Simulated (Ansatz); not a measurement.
Computed with Ansatz on PBE0-D4/def2-TZVP structures; ΔE is electronic, products minus reactants. CBS: MP2 limit from def2 TZ/QZ plus the TZ coupled-cluster correction, frozen cores. This one scheme is used for every species. Functionals use def2-TZVPP. Each species was taken in one conformer, which may not be the lowest.

`C[Si](N)(Cl)Cl` + H₂ → `C[SiH](N)Cl` + HCl  (hydrogenolysis of the Si–Cl bond)

`C[Si](N)(Cl)Cl`:

```xyz
10

C     0.319   -1.238   -0.639
Si    0.337    0.327    0.338
N    -1.197    1.051    0.388
Cl    0.872   -0.010    2.288
Cl    1.802    1.544   -0.462
H     0.010   -1.037   -1.669
H    -0.378   -1.951   -0.195
H     1.315   -1.682   -0.666
H    -1.396    1.748    1.089
H    -1.685    1.248   -0.472
```

H₂:

```xyz
2

H    -0.205    0.302    0.079
H     0.205   -0.302   -0.079
```

`C[SiH](N)Cl`:

Z-matrix (Å, degrees):
```
C
Si 1 1.853
H 1 1.092 2 110.6
H 1 1.092 2 110.4 3 120.5
H 1 1.093 2 110.6 3 -119.3
N 2 1.706 1 110.0 3 179.0
Cl 2 2.081 1 106.9 3 55.1
H 2 1.480 1 113.9 3 -60.4
H 6 1.008 2 119.7 1 169.1
H 6 1.008 2 120.0 1 -47.8
```

HCl:

```xyz
2

Cl   -0.321   -0.322   -0.450
H     0.321    0.322    0.450
```

(1) Is it downhill or uphill in electronic energy at CCSD(T)/CBS, and by how much? (Estimate.)

(2) What do these levels give: LDA (SPW92), ωB97X-V, CCSD/def2-SVP, CCSD(T)/def2-SVP, CCSD/def2-TZVPP, SCS-MP2/def2-QZVPP? (Estimate.)

(3) What do rigid-rotor, harmonic-oscillator terms from PBE0-D4/def2-TZVP frequencies (298.15 K, 1 bar) make of the CCSD(T)/CBS value? (Best estimate.)

Largest T1 diagnostic among the species: 0.009.

Results:

(1) Ansatz gave: Uphill: ΔE = +0.89 eV.

(2) Computed: LDA (SPW92) 0.87, ωB97X-V 0.88, CCSD/def2-SVP 0.71, CCSD(T)/def2-SVP 0.74, CCSD/def2-TZVPP 0.79, SCS-MP2/def2-QZVPP 0.90 eV.

(3) Ansatz gave: ΔZPE = +0.09 eV, ΔH = +0.95 eV, ΔS = 24 J/(mol·K), ΔG = +0.88 eV.

In def2-TZVPP, CCSD(T) changes the Hartree–Fock value by +0.13 eV (the triples alone add +0.04 eV) and MP2 by +0.24 eV. Leaving LDA and LC-ωPBE aside and taking each functional with its dispersion term where it has one, the values, not all of them listed here, spread over 0.12 eV, from B2PLYP to revPBE-D4. LDA lies +0.04 eV from PBE without D4. At CCSD(T), def2-SVP lies −0.16 eV from the extrapolated value and def2-TZVPP −0.06 eV.
